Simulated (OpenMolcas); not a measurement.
## Ionisation energies of bromine

```json
{"Program": "OpenMolcas 26.06", "Basis": "ANO-R3 [7s6p5d4f2g]", "Scalar Hamiltonian": "X2C, finite nucleus", "Spin-orbit coupling": "state interaction with AMFI integrals over the reference wave functions, term energies averaged over their components"}
```

Active shells in each charge state: the valence s, p shells, with orbitals averaged over the low states. Where CASPT2's correlated closed shells are named, they are those of the first ion.

A. CASSCF
B. SS-CASPT2, IPEA 0.25 Eh, imaginary shift 0.1 Eh (closed shells correlated: 3d)
C. SS-CASPT2, IPEA 0 Eh, imaginary shift 0.1 Eh (closed shells correlated: 3d)
D. SS-CASPT2, IPEA 0.25 Eh, imaginary shift 0.1 Eh (closed shells correlated: none)
E. SS-CASPT2, IPEA 0.25 Eh, imaginary shift 0.1 Eh (closed shells correlated: 3s 3p 3d)

Energies in eV between the lowest computed levels, named as in B; reference values from the NIST Atomic Spectra Database with their kind.

```json
{"From": "Br3+ 4s² 4p² ³P₀", "To": "Br4+ 4s² 4p ²P°_1/2", "A": "45.885", "B": "46.964", "C": "47.052", "D": "46.614", "E": "46.935", "Spin-orbit share in B": "+0.036", "Reference": "47.782 (measured)"}
{"From": "Br4+ 4s² 4p ²P°_1/2", "To": "Br5+ 4s² ¹S₀", "A": "58.312", "B": "59.580", "C": "59.665", "D": "59.130", "E": "59.565", "Spin-orbit share in B": "+0.452", "Reference": "59.595 (measured)"}
{"From": "Br5+ 4s² ¹S₀", "To": "Br6+ 4s ²S_1/2", "A": "86.462", "B": "87.295", "C": "87.296", "D": "86.558", "E": "87.324", "Spin-orbit share in B": "+0.000", "Reference": "87.390 (measured)"}
{"From": "Br6+ 4s ²S_1/2", "To": "Br7+ 3d¹⁰ ¹S₀", "A": "101.750", "B": "102.810", "C": "102.824", "D": "101.750", "E": "102.872", "Spin-orbit share in B": "+0.000", "Reference": "103.030 (semi-empirical)"}
```

Steps that some method lacks are left out, and so are those with a state whose active s or d shell is doubly occupied in every root (s and p with five to eight electrons, d10) over a frozen core shell of the same l, since the two then mix freely.

Error against the reference values, in %:

```
From       Reference     A     B     C     D     E
Br3+        measured  -4.0  -1.7  -1.5  -2.4  -1.8
Br4+        measured  -2.2     0  +0.1  -0.8  -0.1
Br5+        measured  -1.1  -0.1  -0.1  -1.0  -0.1
Br6+  semi-empirical  -1.2  -0.2  -0.2  -1.2  -0.2
```

Mean absolute error over the 3 measured values: A 1.37 eV, B 0.31 eV, C 0.30 eV, D 0.82 eV, E 0.31 eV.

° marks odd parity.
